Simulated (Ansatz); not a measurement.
System: sum formula Si3N2H9, charge 0, multiplicity 2. It need not be the lowest isomer of its formula. 
Geometry from a B3LYP-D3(BJ)/def2-TZVP (Ansatz, a program for electronic structure) optimisation:
```xyz
14

Si    -0.0714    -0.6590     0.0729
N     -1.3332     0.5295     0.0049
Si    -2.9593     0.4244     0.5928
N      1.4491     0.1731     0.1365
Si     2.9515    -0.1895    -0.6558
H      0.0197    -1.5224    -1.1455
H     -1.0777     1.3938    -0.4604
H     -3.1210    -0.9178     1.1930
H     -3.9485     0.6013    -0.4986
H     -3.2417     1.4609     1.6171
H      1.5056     0.8801     0.8601
H      3.9278    -0.8549     0.2423
H      2.6548    -1.0842    -1.7936
H      3.5786     1.0633    -1.1434
```
Charge 0, spin multiplicity 2.

Total electronic energies in hartree. Correlated levels leave the core frozen unless marked. UHF or UKS for open shells. No spin-orbit coupling. No relativistic terms. CBS(X,Y): correlation extrapolated as X^-3; Hartree-Fock from the larger set.

```
level                                        program  energy (Eh)
------------------------------------  --------------  -----------
HF/cc-pV(Q+d)Z                                Ansatz   -981.12009
SVWN5/def2-TZVPD                              Ansatz   -979.08916
revPBE-D4/def2-TZVPD                  Ansatz + dftd4   -983.32492
r2SCAN-D4/def2-TZVPD                  Ansatz + dftd4          [?]
PBE0-D4/def2-TZVP                     Ansatz + dftd4          [?]
PBE0/def2-TZVPD                               Ansatz   -983.01256
BHLYP-D3(BJ)/def2-TZVPD               Ansatz + dftd3   -983.47541
B2GP-PLYP-D3(BJ)/def2-TZVPD           Ansatz + dftd3   -982.92158
B2GP-PLYP-D4/def2-TZVPD               Ansatz + dftd4   -982.91653
B2PLYP-D3(BJ)/def2-TZVPD              Ansatz + dftd3          [?]
MP2/cc-pV(T+d)Z                               Ansatz   -981.87652
SCS-MP2/cc-pV(D+d)Z                           Ansatz   -981.64403
SCS-MP2/cc-pV(Q+d)Z                           Ansatz   -981.97386
CCSD/cc-pVTZ                                  Ansatz   -981.92789
CCSD(T)/CBS(cc-pV(T+d)Z,cc-pV(Q+d)Z)          Ansatz    -982.0797
```

**Question.** Complete the blanks.

**Answer.** 
- r2SCAN-D4/def2-TZVPD, energy (Eh): -983.37592
- PBE0-D4/def2-TZVP, energy (Eh): -983.02187
- B2PLYP-D3(BJ)/def2-TZVPD, energy (Eh): -983.06763
